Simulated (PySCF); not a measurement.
Computed shifts of a molecule C4H8S, B3LYP/pcSseg-1 (PySCF), GIAO, gas phase, equivalent atoms averaged, in ppm (number of nuclei): ¹³C: 49.4 (1), 41.6 (1), 30.4 (1), 29.9 (1). ¹H: 4.21 (1), 3.53 (1), 2.83 (1), 2.81 (1), 2.70 (1), 1.59 (3). References: ¹³C against TMS (σ = 181.3 ppm); ³³S against H2S (σ = 695.8 ppm); ¹H against TMS (σ = 31.68 ppm), references at their B3LYP-D3(BJ)/def2-TZVP geometries, non-relativistic. Geometry optimised at B3LYP-D3(BJ)/def2-SVP. One conformer was computed; it need not be the lowest.

Question: Which molecule gave these data?
A. C[C@@H]1C[C@H]1S
B. CC1CSC1
C. C[C@H]1CCS1
D. SCC1CC1

Answer: C, C[C@H]1CCS1
